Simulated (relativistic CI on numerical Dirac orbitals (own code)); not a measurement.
Radial Dirac CI calculation of Dy¹²⁺: levels, rates and radial parameters.

Command:

```sh
python run_levels.py task.json out
```

Input:

```
atom Dy  Z=66  charge=12  electrons=54
nucleus A=164  rms_radius_fm=5.2218
hamiltonian dirac-coulomb  breit=on  qed=on  c_scale=1
orbitals kli  potential=per-configuration
slater_scale 1
correlation none
mixing on
configurations
  [Kr] 4d10 4f6 5s2
  [Kr] 4d10 4f4 5s2 5p2
  [Kr] 4d10 4f8
  [Kr] 4d10 4f5 5s2 5p
  [Kr] 4d10 4f7 5s
  [Kr] 4d10 4f6 5s 5p
  [Kr] 4d10 4f6 5p2
  [Kr] 4d10 4f5 5s 5p2
  [Kr] 4d10 4f7 5p
  [Kr] 4d10 4f4 5s2 5d2
  [Kr] 4d10 4f5 5s2 5d
  [Kr] 4d10 4f4 5s2 5p 6s
  [Kr] 4d10 4f5 5s2 6s
  [Kr] 4d10 4f7 6s
  [Kr] 4d10 4f4 5s2 6s2
end
```

Hardware: one thread of AMD EPYC 9R45 96-Core, on a shared host. Rates were computed among at most 500 levels.

Q: How large is the problem, and how long does it take?

A: 27652 determinants at the lowest M give 27652 levels; 133 SCF iterations in all; about 83 s of CPU and 2.2 GiB at the peak.
